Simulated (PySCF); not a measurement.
PySCF input file for HTe, SMILES [TeH], multiplicity 2, TDA-PBE/def2-TZVPD. The structure is a stationary point at PBE0-D3(BJ)/def2-TZVPD. The def2 effective core potentials stand for the cores of Te; spin–orbit coupling is left out.

```python
import numpy as np
from pyscf import gto, scf, dft, tdscf

mol = gto.M(
    atom='''
    Te    0.00000000    0.00000000   -0.03129715
    H     0.00000000    0.00000000    1.62745181
    ''',
    basis='def2-TZVPD',
    ecp={'Te': 'def2-tzvp'},
    charge=0,
    spin=1,
    max_memory=1600,
    verbose=4,
)
mf = dft.UKS(mol, xc='pbe').density_fit(auxbasis='def2-universal-jkfit')
mf.grids.level = 3
mf.conv_tol = 1e-9
mf.max_cycle = 100
mf.kernel()
fine, coarse = mf.grids, dft.Grids(mol).set(level=1).build(with_non0tab=True)
for _ in range(3):  # follow internal instabilities
    mf.grids = coarse
    mo, _, stable, _ = mf.stability(return_status=True, nroots=4)
    mf.grids = fine
    if stable:
        break
    mf.kernel(mf.make_rdm1(mo, mf.mo_occ))
mf.grids = dft.Grids(mol).set(level=1).build(with_non0tab=True)  # coarser grid for the response kernel
td = tdscf.TDA(mf)
td.nstates = 10
td.conv_tol = 1e-4
td.positive_eig_threshold = 1e-6
td.kernel(x0=td.get_init_guess(mf, 15))
td.analyze(verbose=3)
```

It prints:

```
PySCF version 2.14.0

[INPUT] verbose = 4
[INPUT] num. atoms = 2
[INPUT] num. electrons = 25
[INPUT] charge = 0
[INPUT] spin (= nelec alpha-beta = 2S) = 1
[INPUT] symmetry False subgroup None
[INPUT] Mole.unit = angstrom
[INPUT] Symbol           X                Y                Z      unit          X                Y                Z       unit  Magmom
[INPUT]  1 Te     0.000000000000   0.000000000000  -0.031297150000 AA    0.000000000000   0.000000000000  -0.059143041979 Bohr   0.0
[INPUT]  2 H      0.000000000000   0.000000000000   1.627451810000 AA    0.000000000000   0.000000000000   3.075438201828 Bohr   0.0

nuclear repulsion = 7.65652510918831
number of shells = 24
number of NR pGTOs = 112
number of NR cGTOs = 68
basis = def2-TZVPD
ecp = {'Te': 'def2-tzvp'}


******** <class 'pyscf.df.df_jk.DFUKS'> ********
method = DFUKS
initial guess = minao
damping factor = 0
level_shift factor = 0
DIIS = <class 'pyscf.scf.diis.CDIIS'>
diis_start_cycle = 1
diis_space = 8
diis_damp = 0
SCF conv_tol = 1e-09
SCF conv_tol_grad = None
SCF max_cycles = 100
direct_scf = False
number electrons alpha = 13  beta = 12
XC library pyscf.dft.libxc version 7.1.2
    S. Lehtola, C. Steigemann, M. J. T. Oliveira, and M. A. L. Marques,  SoftwareX 7, 1–5 (2018)
XC functionals = pbe
    J. P. Perdew, K. Burke, and M. Ernzerhof,  Phys. Rev. Lett. 77, 3865 (1996)
    J. P. Perdew, K. Burke, and M. Ernzerhof,  Phys. Rev. Lett. 78, 1396 (1997)
    J. P. Perdew, K. Burke, and M. Ernzerhof,  Phys. Rev. Lett. 77, 3865 (1996)
    J. P. Perdew, K. Burke, and M. Ernzerhof,  Phys. Rev. Lett. 78, 1396 (1997)
radial grids:
    Treutler-Ahlrichs [JCP 102, 346 (1995); DOI:10.1063/1.469408] (M4) radial grids

becke partition: Becke, JCP 88, 2547 (1988); DOI:10.1063/1.454033
pruning grids: <function nwchem_prune>
grids dens level: 3
symmetrized grids: False
atomic radii adjust function: <function treutler_atomic_radii_adjust>
small_rho_cutoff = 0
Set gradient conv threshold to 3.16228e-05
tot grids = 31768
init E= -227.047419819637
  alpha nocc = 13  HOMO = -0.914988548565164  LUMO = -0.561300010815295

WARN: beta  nocc = 12  HOMO -0.914988548565181 >= LUMO -0.914988548565164


WARN: HOMO -0.914988548565164 >= LUMO -0.914988548565164

cycle= 1 E= -266.979312380769  delta_E= -39.9  |g|= 2.25  |ddm|= 19.8
  alpha nocc = 13  HOMO = -0.00830988256451004  LUMO = 0.0255739838612925

WARN: beta  nocc = 12  HOMO -0.00352993117143144 >= LUMO -0.00277967393935642


WARN: HOMO -0.00352993117143144 >= LUMO -0.00277967393935642

cycle= 2 E= -266.062190738544  delta_E= 0.917  |g|= 2.88  |ddm|= 6.73
  alpha nocc = 13  HOMO = -0.271870523803032  LUMO = -0.07217568905362
  beta  nocc = 12  HOMO = -0.254624096839189  LUMO = -0.250918375845969
  HOMO = -0.254624096839  LUMO = -0.250918375846  gap/eV = 0.10084
cycle= 3 E= -268.561802436784  delta_E= -2.5  |g|= 0.198  |ddm|=    3
  alpha nocc = 13  HOMO = -0.191889609123027  LUMO = -0.0404090969499737
  beta  nocc = 12  HOMO = -0.179818951601516  LUMO = -0.177875688812276
  HOMO = -0.179818951602  LUMO = -0.177875688812  gap/eV = 0.05288
cycle= 4 E= -268.543709220757  delta_E= 0.0181  |g|= 0.287  |ddm|= 0.49
  alpha nocc = 13  HOMO = -0.198666508978477  LUMO = -0.0355360566195673
  beta  nocc = 12  HOMO = -0.187460403340231  LUMO = -0.183777545750687
  HOMO = -0.18746040334  LUMO = -0.183777545751  gap/eV = 0.10022
cycle= 5 E= -268.582262913709  delta_E= -0.0386  |g|= 0.0253  |ddm|= 0.266
  alpha nocc = 13  HOMO = -0.209421069346617  LUMO = -0.041927533851597
  beta  nocc = 12  HOMO = -0.198557420544701  LUMO = -0.193007008435794
  HOMO = -0.198557420545  LUMO = -0.193007008436  gap/eV = 0.15103
cycle= 6 E= -268.582685368842  delta_E= -0.000422  |g|= 0.00312  |ddm|= 0.0597
  alpha nocc = 13  HOMO = -0.209138788380177  LUMO = -0.0423772581584627
  beta  nocc = 12  HOMO = -0.198396085546818  LUMO = -0.192417662041735
  HOMO = -0.198396085547  LUMO = -0.192417662042  gap/eV = 0.16268
cycle= 7 E= -268.582692382671  delta_E= -7.01e-06  |g|= 0.00137  |ddm|= 0.00671
  alpha nocc = 13  HOMO = -0.209061809939686  LUMO = -0.0421907235486083
  beta  nocc = 12  HOMO = -0.198338515069993  LUMO = -0.192324514702198
  HOMO = -0.19833851507  LUMO = -0.192324514702  gap/eV = 0.16365
cycle= 8 E= -268.582694151187  delta_E= -1.77e-06  |g|= 0.000152  |ddm|= 0.00215
  alpha nocc = 13  HOMO = -0.209052983341454  LUMO = -0.0421980553589556
  beta  nocc = 12  HOMO = -0.198335505984211  LUMO = -0.19231728792087
  HOMO = -0.198335505984  LUMO = -0.192317287921  gap/eV = 0.16376
cycle= 9 E= -268.582694169234  delta_E= -1.8e-08  |g|= 3.22e-05  |ddm|= 0.000278
  alpha nocc = 13  HOMO = -0.209048898009952  LUMO = -0.0421987707754727
  beta  nocc = 12  HOMO = -0.198332233847023  LUMO = -0.192309594105774
  HOMO = -0.198332233847  LUMO = -0.192309594106  gap/eV = 0.16388
cycle= 10 E= -268.582694170105  delta_E= -8.7e-10  |g|= 2.12e-05  |ddm|= 0.000182
  alpha nocc = 13  HOMO = -0.209049669872615  LUMO = -0.0421994676772455
  beta  nocc = 12  HOMO = -0.198332727415088  LUMO = -0.192310046226282
  HOMO = -0.198332727415  LUMO = -0.192310046226  gap/eV = 0.16389
Extra cycle  E= -268.582694169931  delta_E= 1.73e-10  |g|= 2.83e-05  |ddm|= 0.000228
converged SCF energy = -268.582694169931  <S^2> = 0.75275757  2S+1 = 2.0027557
tot grids = 10504
uhf_internal: lowest eigs of H = [5.60993165e-06 2.53581538e-01 2.66506018e-01 3.40774104e-01]
<class 'pyscf.df.df_jk.DFUKS'> wavefunction is stable in the internal stability analysis
tot grids = 10504
Overwritten attributes  positive_eig_threshold  of <class 'pyscf.tdscf.uks.TDA'>


******** <class 'pyscf.tdscf.uks.TDA'> for <class 'pyscf.df.df_jk.DFUKS'> ********
nstates = 10
deg_eia_thresh = 1.000e-03
wfnsym = None
conv_tol = 0.0001
eigh lindep = 1e-12
eigh level_shift = 0
eigh max_cycle = 100


Excitation energies (eV)
[0.1324719  3.59910399 3.99299553 4.51716767 5.3050097  5.44843415
 5.77647667 5.88261627 5.90832475 6.052329  ]

** Excitation energies and oscillator strengths **
Excited State   1:      0.13247 eV   9359.28 nm  f=0.0000
Excited State   2:      3.59910 eV    344.49 nm  f=0.0021
Excited State   3:      3.99300 eV    310.50 nm  f=0.0002
Excited State   4:      4.51717 eV    274.47 nm  f=0.0142
Excited State   5:      5.30501 eV    233.71 nm  f=0.0040
Excited State   6:      5.44843 eV    227.56 nm  f=0.0012
Excited State   7:      5.77648 eV    214.64 nm  f=0.0531
Excited State   8:      5.88262 eV    210.76 nm  f=0.1363
Excited State   9:      5.90832 eV    209.85 nm  f=0.0001
Excited State  10:      6.05233 eV    204.85 nm  f=0.0000
```

Self-consistency was reached.
